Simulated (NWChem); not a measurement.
Everything below was run with NWChem. System: FIn, charge 1, spin multiplicity 2, at the geometry of a parent with another charge or spin, in a state set for the comparison that need not be this species' ground state. Its SCF solution wasn't tested for a lower state. Level: UMP2/def2-SVP with def2 effective core potentials on In, 5 core orbitals frozen.

Input file:

```
start mol
memory heap 200 mb stack 900 mb global 1100 mb
charge 1
geometry units angstroms nocenter noautoz
  In     0.000000     0.000000    -0.309755
  F      0.000000     0.000000     1.686442
  symmetry group C2v
end
basis spherical
  * library def2-svp
end
ecp
  In library def2-ecp
end
scf
  uhf
  nopen 1
  maxiter 100
  thresh 1e-7
  semidirect memsize 60000000 filesize 0
  # guess.movecs holds the orbitals of an unrestricted PBE0 run
  vectors input guess.movecs output mol.movecs
end
mp2
  freeze core 5
end
task mp2 energy
```

NWChem printed:

```
             Northwest Computational Chemistry Package (NWChem) 7.3.0
             --------------------------------------------------------

                                NWChem Input Module
                                -------------------

 Scaling coordinates for geometry "geometry" by  1.889725989
 (inverse scale =  0.529177249)

 Turning off AUTOSYM since
 SYMMETRY directive was detected!

                             Geometry "geometry" -> ""
                             -------------------------

 Output coordinates in angstroms (scale by  1.889725989 to convert to a.u.)

  No.       Tag          Charge          X              Y              Z
 ---- ---------------- ---------- -------------- -------------- --------------
    1 In                  49.0000     0.00000000     0.00000000    -0.30975500
    2 F                    9.0000     0.00000000     0.00000000     1.68644200

 Effective nuclear repulsion energy (a.u.)     116.9058799351

            Nuclear Dipole moment (a.u.)
            ----------------------------
        X                 Y               Z
 ---------------- ---------------- ----------------
     0.0000000000     0.0000000000    -0.0000321253

      Symmetry information
      --------------------

 Group name             C2v
 Group number             16
 Group order               4
 No. of unique centers     2

      Symmetry unique atoms

     1    2


 Summary of "ao basis" -> "" (spherical)
 ------------------------------------------------------------------------------
       Tag                 Description            Shells   Functions and Types
 ---------------- ------------------------------  ------  ---------------------
 *                          def2-svp                  on all atoms

 Summary of "ao basis" -> "ao basis" (spherical)
 ------------------------------------------------------------------------------
       Tag                 Description            Shells   Functions and Types
 ---------------- ------------------------------  ------  ---------------------
 In                         def2-svp                10       26   4s4p2d
 F                          def2-svp                 6       14   3s2p1d

                                 NWChem SCF Module
                                 -----------------

  ao basis        = "ao basis"
  functions       =    40
  atoms           =     2
  alpha electrons =    15
  beta  electrons =    14
  charge          =   1.00
  wavefunction    = UHF
  use symmetry    = T
  symmetry adapt  = T

 Summary of "ao basis" -> "ao basis" (spherical)
 ------------------------------------------------------------------------------
       Tag                 Description            Shells   Functions and Types
 ---------------- ------------------------------  ------  ---------------------
 In                         def2-svp                10       26   4s4p2d
 F                          def2-svp                 6       14   3s2p1d

      Symmetry analysis of basis
      --------------------------

        a1         19
        a2          3
        b1          9
        b2          9

 Forming initial guess at       0.1s

   Symmetry analysis of molecular orbitals - initial alpha
   -------------------------------------------------------

  Numbering of irreducible representations:

     1 a1          2 a2          3 b1          4 b2

  Orbital symmetries:

     1 a1          2 a1          3 b2          4 b1          5 a1
     6 a1          7 a2          8 a1          9 b2         10 b1
[...]
    1 In  21    19.58   2.59 -0.60  0.92  0.29  3.25  2.75  0.29  0.04  9.77  0.28
    2 F    9     9.42   1.99  1.13  0.85  3.25  2.19  0.00

  Mulliken analysis of the alpha density
  --------------------------------------

    Atom       Charge   Shell Charges
 -----------   ------   -------------------------------------------------------
    1 In  21    10.14   1.30 -0.30  0.66  0.24  1.62  1.38  0.20  0.02  4.88  0.15
    2 F    9     4.86   1.00  0.57  0.42  1.75  1.12  0.00

   Mulliken analysis of the beta density
   -------------------------------------

    Atom       Charge   Shell Charges
 -----------   ------   -------------------------------------------------------
    1 In  21     9.44   1.30 -0.30  0.27  0.04  1.63  1.37  0.10  0.01  4.89  0.13
    2 F    9     4.56   1.00  0.56  0.43  1.50  1.08  0.00

   Mulliken analysis of the spin density
   -------------------------------------

    Atom       Charge   Shell Charges
 -----------   ------   -------------------------------------------------------
    1 In  21     0.70   0.00  0.00  0.39  0.20 -0.00  0.00  0.10  0.01 -0.01  0.01
    2 F    9     0.30  -0.00  0.01 -0.01  0.25  0.04 -0.00

       Multipole analysis of the density wrt the origin
       ------------------------------------------------

     L   x y z        total         alpha         beta         nuclear
     -   - - -        -----         -----         ----         -------
     0   0 0 0      1.000000    -15.000000    -14.000000     30.000000

     1   1 0 0      0.000000     -0.000000      0.000000      0.000000
     1   0 1 0      0.000000      0.000000      0.000000      0.000000
     1   0 0 1     -1.911047     -8.762035     -9.538837     16.389826

     2   2 0 0    -15.259857     -8.551060     -6.708796      0.000000
     2   1 1 0      0.000000      0.000000      0.000000      0.000000
     2   1 0 1      0.000000     -0.000000      0.000000      0.000000
     2   0 2 0    -15.259857     -8.551060     -6.708796      0.000000
     2   0 1 1     -0.000000     -0.000000      0.000000      0.000000
     2   0 0 2    -19.990165    -62.858076    -55.735213     98.603124

                   NWChem MP2 Semi-direct Energy/Gradient Module
                   ---------------------------------------------

  Basis functions       =     40
  Molecular orbitals    =     40
  Frozen core           =      5
  Frozen virtuals       =      0
  Active alpha occupied =     10
  Active beta occupied  =      9
  Active alpha virtual  =     25
  Active beta virtual   =     26
  Use MO symmetry       = T
  Use skeleton AO sym   = T

  AO/Fock/Back tols     =   1.0D-09  1.0D-09  1.0D-09

 GA uses MA = F    GA memory limited = T

 Available:
  local mem=  1.26D+08
 global mem=  1.44D+08
 local disk=  0.00D+00
  mp2_memr nvloc                    25
  nvloc new                    25
   1 passes of  10:        2097152                       9639                    697245.
   1 passes of  10: M    126149607           G      144176000           F     124052455.

 Semi-direct pass number   1 of   1  for UHF alpha       at        0.7s
  vrange nnbf                   817
  mp2_eaftype                    10  avail_ma_in_mb                  1099
 EAF : mp2_eaftype filesize          10     348622.
  mp2_eaf for mointskh                     10
Node 0 wrote      1.6 Mb in      0.0 s     Agg I/O rate:  1603.2 Mb/s
 Done moints_semi at        1.4s
  mp2_eaftype                    10  avail_ma_in_mb                  1089
 EAF : mp2_eaftype filesize          10     348622.
  mp2_eaf for kh                    10
 Done maket at        1.4s
 Done multipass loop at        1.4s

 GA uses MA = F    GA memory limited = T

 Available:
  local mem=  1.26D+08
 global mem=  1.44D+08
 local disk=  0.00D+00
  mp2_memr nvloc                    26
  nvloc new                    26
   1 passes of   9:        2097152                       9231                    652800.
   1 passes of   9: M    126149607           G      144176000           F     124052455.

 Semi-direct pass number   1 of   1  for UHF beta        at        1.4s
  vrange nnbf                   817
  mp2_eaftype                    10  avail_ma_in_mb                  1099
 EAF : mp2_eaftype filesize          10     326400.
  mp2_eaf for mointskh                     10
Node 0 wrote      1.5 Mb in      0.0 s     Agg I/O rate:  2404.5 Mb/s
 Done moints_semi at        1.9s
  mp2_eaftype                    10  avail_ma_in_mb                  1089
 EAF : mp2_eaftype filesize          10     326400.
  mp2_eaf for kh                    10
 Done maket at        1.9s
 Done multipass loop at        1.9s

          -------------------------------------------
          SCF energy                -288.291359300133
          Correlation energy          -0.234806607861
          Singlet pairs                0.000000000000
          Triplet pairs                0.000000000000
          Total MP2 energy          -288.526165907994
          -------------------------------------------

          ---------------------------------------------------
                    Spin Component Scaled (SCS) MP2
          Same spin pairs                     -0.066223851274
          Same spin scaling factor             0.333333333333
          Opposite spin pairs                 -0.168582756588
          Opposite spin scaling fact.          1.200000000000
          SCS-MP2 correlation energy          -0.224373924996
          Total SCS-MP2 energy              -288.515733225129
          ---------------------------------------------------

 -----------------------
 Performance information
 -----------------------

 Timer overhead =  1.82D-07 seconds/call

               Nr. of calls         CPU time (s)                 Wall time (s)                GFlops
             ---------------    -------------------     ------------------------------   -------------------
Name         Min   Avg   Max    Min     Avg     Max     Min     Avg     Max   Mx/calls   Min     Max     Sum
mp2: moin     2     2     2    1.2     1.2     1.2      1.2     1.2     1.2    0.58      0.0     0.0     0.0
mp2: make     2     2     2   2.43E-2 2.43E-2 2.43E-2  2.43E-2 2.43E-2 2.43E-2 1.22E-2   0.0     0.0     0.0
mp2: tota     1     1     1    1.2     1.2     1.2      1.2     1.2     1.2     1.2      0.0     0.0     0.0

 The average no. of pstat calls per process was 5.00D+00
 with a timing overhead of 9.10D-07s

 Task  times  cpu:        1.8s     wall:        1.8s

 Total times  cpu:        1.9s     wall:        1.9s
```
